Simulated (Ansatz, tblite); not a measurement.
Removing an electron: the cluster Pt₂H₃⁻ (the lowest singlet isomer of a short search). Total charge -1; singlet. Geometry: r2SCAN-D4/def2-TZVPD. Ansatz, gas phase; energy differences of separate SCF runs; the oxidised species was run as a doublet alone.

```xyz
5

Pt    1.784   -0.235    0.515
Pt   -0.589   -0.088   -0.275
H    -1.959   -0.791   -0.113
H     2.159    0.922    1.438
H    -1.396    0.193   -1.564
```

In the def2 sets Pt takes a core potential; there is no spin–orbit coupling. The xTB rows come from tblite. The structure comes from a short search, and lower isomers may exist.

| level | −HOMO (eV) | vertical IE (eV) | −LUMO (eV) | HOMO–LUMO gap (eV) |
| --- | --- | --- | --- | --- |
| GFN1-xTB | 4.32 | 7.51 | 3.69 | 0.64 |
| GFN2-xTB | 3.58 | 6.52 | 2.09 | 1.48 |
| PBE-D4/def2-TZVPD | 0.09 | 3.07 | -1.94 | 2.02 |
| r2SCAN-D4/def2-TZVPD | 0.25 | 3.04 | -2.16 | 2.42 |
| PBE0-D4/def2-TZVPD | 1.26 | 3.12 | -2.59 | 3.85 |

 Raw xTB energy differences between charge states are shifted by several eV; the methods need an empirical correction for them.
